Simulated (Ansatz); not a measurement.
Diborane 1,1-di F (B2H4F2). Total charge 0; triplet. Geometry PBE-D4/def2-TZVP, that of the neutral singlet.

Cartesian coordinates in Å:
```
B 0.4144 0.7716 -0.0472
F 1.6720 0.8994 0.3963
F -0.1979 1.8448 -0.5646
H 0.3012 -0.3317 -0.9121
B -0.4224 -0.7862 0.0482
H -1.5428 -0.8429 -0.3623
H 0.1712 -1.7100 0.5186
H -0.3958 0.1551 0.9231
```

At PBE0-D4/def2-TZVP a singlet of charge 0 lies 8.13 eV below the triplet at the same geometry.

Question: Estimate the α-spin orbital energies around the gap (eV) in Ansatz with PBE-D4/def2-TZVP, r2SCAN-D4/def2-TZVP, PBE0-D4/def2-TZVP.

Answer: 
```csv
orbital,PBE-D4/def2-TZVP,r2SCAN-D4/def2-TZVP,PBE0-D4/def2-TZVP
HOMO−5,-10.82,-11.42,-13.23
HOMO−4,-10.57,-10.97,-12.20
HOMO−3,-10.22,-10.61,-11.87
HOMO−2,-10.18,-10.59,-11.70
HOMO−1,-9.90,-10.34,-11.54
HOMO,-1.76,-1.97,-2.68
LUMO,-0.58,-0.21,0.20
LUMO+1,0.74,1.14,1.40
LUMO+2,1.19,1.73,1.92
LUMO+3,1.41,2.04,1.97
LUMO+4,1.43,2.08,2.03
LUMO+5,1.63,2.18,2.37
β HOMO,-9.39,-9.73,-10.83
β LUMO,-9.22,-9.25,-8.71
```
